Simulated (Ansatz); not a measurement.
A run for Ansatz (an electronic-structure program): U-CCSD(T)/cc-pVQZ on O2 (SMILES O=O).

Ansatz 0.2 input:
```yaml
crystal:
  periodic: [false, false, false]
  atoms:
    - {symbol: O, position_ang: [0.00000000, -0.00000000, 0.60215214]}
    - {symbol: O, position_ang: [-0.00000000, 0.00000000, -0.60215214]}
basis:
  gaussian:
    orbitals: cc-pVQZ
magnetization: {spin_polarized: true, initial_magnetization: 2}
correlation: {method: ccsd_t, electrons: outside_noble_gas}
scf: {omitted_lower_state_checks: [cluster_reference]}
```

It printed:

```
WARN ansatz: RAYON_NUM_THREADS=4 ignored (pool sized by the plan → 4); use --threads N
Functional definition: HF
these checks for a lower state are left out or cut short: cluster_reference
integrals: 0.23 GiB planned
691 factors; integrals over basis functions are off by at most 1.1e-3 eV
mean field: 0.23 GiB planned
mean field evaluation 1: about -4072.4308 eV, gradient 1.4e1 eV
mean field evaluation 2: about -4072.4322 eV, gradient 1.4e1 eV
mean field evaluation 4: about -4073.1977 eV, gradient 1.6e0 eV
mean field evaluation 8: about -4073.2166 eV, gradient 1.4e-4 eV
mean field evaluation 16: about -4073.2159 eV, gradient 1.1e-1 eV
mean field -4073.21662563 eV, -149.6879500666 hartree, gradient 2.3e-6 eV, S^2 2.046265; 2 other end points of the search recorded, 0 dependent functions left out
2 core orbitals not correlated
reference -4073.21662563 eV, -149.6879500666 hartree; 7, 5 occupied and 101, 103 virtual orbitals, 691 factors
second order -12.71372772 eV of doubles, -0.00000000 eV of singles
coupled cluster: 0.65 GiB planned
cycle   1  -12.20398594 eV  change    5.1e-1 eV  update   8.4e-2
cycle   2  -12.61792406 eV  change   -4.1e-1 eV  update   2.5e-2
cycle   3  -12.68118202 eV  change   -6.3e-2 eV  update   1.1e-2
cycle   4  -12.67851647 eV  change    2.7e-3 eV  update   1.8e-3
cycle   5  -12.67784047 eV  change    6.8e-4 eV  update   4.8e-4
cycle   6  -12.67794767 eV  change   -1.1e-4 eV  update   1.3e-4
cycle   7  -12.67802695 eV  change   -7.9e-5 eV  update   3.6e-5
cycle   8  -12.67804682 eV  change   -2.0e-5 eV  update   1.0e-5
cycle   9  -12.67803974 eV  change    7.1e-6 eV  update   2.4e-6
perturbative correction -0.54455155 eV, -0.0200119002 hartree
Total energy: -4086.43921692 eV, -150.1738713339 hartree
Checks for a lower state left out: cluster_reference
```

Self-consistency was reached.

Cost: very roughly 15 core-seconds.
